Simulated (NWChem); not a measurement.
Program: NWChem. System: CH6ClFSi2, charge 0, spin multiplicity 1, at a geometry optimised with B3LYP/def2-SVP. The structure started from a generated list of species. Level: MP2/def2-SVP, 17 core orbitals frozen.

Input file:

```
start mol
memory heap 200 mb stack 800 mb global 1000 mb
geometry units angstroms nocenter noautoz noautosym
  Si     1.560565     0.375655     0.389386
  F      3.114284    -0.127222     0.363394
  C      0.500231    -0.967962    -0.384330
  Si    -1.223283    -0.477416    -0.943073
  Cl    -2.156933     0.622035     0.571239
  H      1.191888     0.612931     1.807505
  H      1.488054     1.631697    -0.404364
  H      1.032380    -1.347059    -1.277267
  H      0.425186    -1.810980     0.324407
  H     -1.156854     0.387727    -2.151218
  H     -2.064689    -1.671485    -1.223088
end
basis spherical
  * library def2-svp
end
scf
  rhf
  nopen 0
  maxiter 100
  thresh 1e-7
  semidirect memsize 60000000 filesize 0
end
mp2
  freeze core 17
end
task mp2 energy
```

Part of the output:

```
             Northwest Computational Chemistry Package (NWChem) 7.3.0
             --------------------------------------------------------

                                NWChem Input Module
                                -------------------

 Scaling coordinates for geometry "geometry" by  1.889725989
 (inverse scale =  0.529177249)

                             Geometry "geometry" -> ""
                             -------------------------

 Output coordinates in angstroms (scale by  1.889725989 to convert to a.u.)

  No.       Tag          Charge          X              Y              Z
 ---- ---------------- ---------- -------------- -------------- --------------
    1 Si                  14.0000     1.56056500     0.37565500     0.38938600
    2 F                    9.0000     3.11428400    -0.12722200     0.36339400
    3 C                    6.0000     0.50023100    -0.96796200    -0.38433000
    4 Si                  14.0000    -1.22328300    -0.47741600    -0.94307300
    5 Cl                  17.0000    -2.15693300     0.62203500     0.57123900
    6 H                    1.0000     1.19188800     0.61293100     1.80750500
    7 H                    1.0000     1.48805400     1.63169700    -0.40436400
    8 H                    1.0000     1.03238000    -1.34705900    -1.27726700
    9 H                    1.0000     0.42518600    -1.81098000     0.32440700
   10 H                    1.0000    -1.15685400     0.38772700    -2.15121800
   11 H                    1.0000    -2.06468900    -1.67148500    -1.22308800

 Effective nuclear repulsion energy (a.u.)     348.0684981623

            Nuclear Dipole moment (a.u.)
            ----------------------------
        X                 Y               Z
 ---------------- ---------------- ----------------
    -0.0000113384     0.0000037795    -0.0000264562


 Summary of "ao basis" -> "" (spherical)
 ------------------------------------------------------------------------------
       Tag                 Description            Shells   Functions and Types
 ---------------- ------------------------------  ------  ---------------------
[...]
     1   1 0 0     -0.259990      0.000000     -0.000011
     1   0 1 0     -0.434336      0.000000      0.000004
     1   0 0 1     -0.483598      0.000000     -0.000026

     2   2 0 0    -47.952684      0.000000    833.515394
     2   1 1 0      1.519229      0.000000    -31.767521
     2   1 0 1      0.432282      0.000000     64.743234
     2   0 2 0    -38.746212      0.000000    102.090544
     2   0 1 1      0.464074      0.000000     67.847513
     2   0 0 2    -38.640663      0.000000    119.584675

                   NWChem MP2 Semi-direct Energy/Gradient Module
                   ---------------------------------------------

  Basis functions       =    112
  Molecular orbitals    =    112
  Frozen core           =     17
  Frozen virtuals       =      0
  Active alpha occupied =     16
  Active beta occupied  =     16
  Active alpha virtual  =     79
  Active beta virtual   =     79
  Use MO symmetry       = F
  Use skeleton AO sym   = F

  AO/Fock/Back tols     =   1.0D-09  1.0D-09  1.0D-09

 GA uses MA = F    GA memory limited = T

 Available:
  local mem=  1.15D+08
 global mem=  1.31D+08
 local disk=  0.00D+00
  mp2_memr nvloc                    79
  nvloc new                    79
   1 passes of  16:        3145728                      57821                  24663960.
   1 passes of  16: M    114683530           G      131046912           F     111537802.

 Semi-direct pass number   1 of   1  for RHF alpha+beta  at        5.6s
  vrange nnbf                  5734
  mp2_eaftype                    94  avail_ma_in_mb                   999
 EAF : mp2_eaftype filesize          94   12331980.
  mp2_eaf for mointskh                     94
Node 0 wrote     58.0 Mb in      0.0 s     Agg I/O rate:  2001.7 Mb/s
 Done moints_semi at       10.5s
  mp2_eaftype                    94  avail_ma_in_mb                   905
 EAF : mp2_eaftype filesize          94   12331980.
  mp2_eaf for kh                    94
 Done maket at       10.9s
 Done multipass loop at       10.9s

          -------------------------------------------
          SCF energy               -1177.853595728131
          Correlation energy          -0.655241892311
          Singlet pairs               -0.424171610131
          Triplet pairs               -0.231070282180
          Total MP2 energy         -1178.508837620441
          -------------------------------------------

          ---------------------------------------------------
                    Spin Component Scaled (SCS) MP2
          Same spin pairs                     -0.154046854787
          Same spin scaling factor             0.333333333333
          Opposite spin pairs                 -0.501195037524
          Opposite spin scaling fact.          1.200000000000
          SCS-MP2 correlation energy          -0.652782996624
          Total SCS-MP2 energy             -1178.506378724755
          ---------------------------------------------------

 -----------------------
 Performance information
 -----------------------

 Timer overhead =  2.25D-07 seconds/call

               Nr. of calls         CPU time (s)                 Wall time (s)                GFlops
             ---------------    -------------------     ------------------------------   -------------------
Name         Min   Avg   Max    Min     Avg     Max     Min     Avg     Max   Mx/calls   Min     Max     Sum
mp2: moin     1     1     1    4.9     4.9     4.9      4.9     4.9     4.9     4.9      0.0     0.0     0.0
mp2: make     1     1     1   0.41    0.41    0.41     0.41    0.41    0.41    0.41      0.0     0.0     0.0
mp2: tota     1     1     1    5.3     5.3     5.3      5.3     5.3     5.3     5.3      0.0     0.0     0.0

 The average no. of pstat calls per process was 3.00D+00
 with a timing overhead of 6.74D-07s

 Task  times  cpu:       10.9s     wall:       10.9s

 Total times  cpu:       10.9s     wall:       10.9s
```
